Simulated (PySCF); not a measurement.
C₂H₉NOSi, SMILES CC[Si@@H](N)O. Geometry: PBE-D3(BJ)/def2-SVP. The structure was generated by enumeration; whether it is a known compound was not checked. The values are those of a single conformer.

Computed equilibrium geometry at PBE-D3(BJ)/def2-SVP (PySCF confirms it by a frequency run) as a Z-matrix (one conformer of several):
```
Si
O 1 1.6939
H 2 0.9734 1 114.93
N 1 1.7351 2 110.43 3 177.24
H 4 1.0232 1 118.37 2 72.95
H 4 1.0241 5 109.63 1 139.22
H 1 1.5088 2 110.18 3 -65.51
C 1 1.8893 7 111.07 4 117.82
H 8 1.1133 1 108.60 7 67.55
H 8 1.1136 9 105.12 1 -114.49
C 8 1.5349 9 110.77 10 -119.75
H 11 1.1089 8 110.88 9 -179.75
H 11 1.1097 12 107.99 8 123.33
H 11 1.1100 12 106.79 13 115.13
```
